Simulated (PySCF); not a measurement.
**Excitation energy of Bi by level of theory**

Bi [Xe] 4f14 5d10 6s2 6p3 (4S) → Bi [Xe] 4f14 5d10 6s1 6p3 6d1 (6D), as a difference of total energies. Computed with PySCF 2.14 in x2c-TZVPPall with one added diffuse shell each of s, p, d, f type (12s8p7d4f, 99 functions), with the spin-free X2C one-electron Hamiltonian (Gaussian nucleus). Correlated levels: valence: [Xe] 4f14 5d10 frozen. The calculations carry no spin-orbit coupling.

| method | excitation energy (eV) |
| --- | --- |
| UHF | 12.917 |
| MP2 (valence) | 13.757 |
| SCS-MP2 (valence) | 14.039 |
| CCSD (valence) | 13.868 |
| CCSD(T) (valence) | 13.905 |

Problem. How much does correlation contribute at CCSD(T) (valence)?

Solution. 13.905 − (12.917) = 0.988 eV, measured against UHF.

Spin-orbit coupling is strong in these open shells (close to jj coupling). The scalar numbers leave it out and a first-order estimate fails, so it can dominate the gap to the real levels.

The upper state lies above the first ionisation limit.

The promoted electron is Rydberg-like, and one or two diffuse shells describe it only roughly, which tends to raise the upper state.
